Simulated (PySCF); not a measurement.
Compound: VHF3 (doublet state).
Bonds: V1–F3, V1–F4, V1–F5. Hydrogens: H2 on V1.

Computed by this run: PySCF 2.14.0, PBE0-D3(BJ)/def2-SVP geometry optimisation, gas phase; unrestricted, density fitting, grid level 1; the optimiser is geomeTRIC in internal coordinates, started from a GFN2-xTB structure with every atom displaced at random (about 0.03 Å).

Step 0: E = -33832.9705 eV
```
atom  x, y, z in Å  |  force x, y, z in eV/Å
V1      0.1408   -0.2140   -0.1668  -10.001   2.736   1.052
H2      0.0333   -0.1051    1.3084    0.079   0.017   1.794
F3      1.5647    0.2027   -0.3534   12.783   2.622  -1.880
F4     -0.6681    1.3345   -0.4910    0.354  -1.022   0.108
F5     -0.9958   -1.3285   -0.3592   -3.216  -4.353  -1.073
```

Problem. Estimate the geometry and energy of step 1. (The exact step hangs on the optimiser's Hessian estimate; all steps are aligned on step 0, rigid shifts and turns removed.)

Solution. E = -33834.4517 eV, largest force 3.663 eV/Å
```
atom  x, y, z in Å  |  force x, y, z in eV/Å
V1      0.1262   -0.1427   -0.1916   -3.295   1.597   0.100
H2      0.0226   -0.0897    1.3400    0.138  -0.023   0.653
F3      1.7278    0.1425   -0.3592    2.637   0.067  -0.431
F4     -0.7722    1.3350   -0.4772    0.614  -0.782   0.022
F5     -1.0295   -1.3556   -0.3741   -0.094  -0.860  -0.343
```

The energy changes by -1.4812 eV. The first-order estimate −F·Δx gives -2.5141 eV and the mean of the old and new forces, exact on a quadratic surface, -1.5441 eV. The step makes an angle of 51° with the force vector and moves no atom by more than 0.174 Å.

The cost below is that of the whole optimisation. The run took 2.2 min of wall time on an Arm Neoverse N1 with one thread, shared host, and the process peaked at 0.33 GiB of memory.
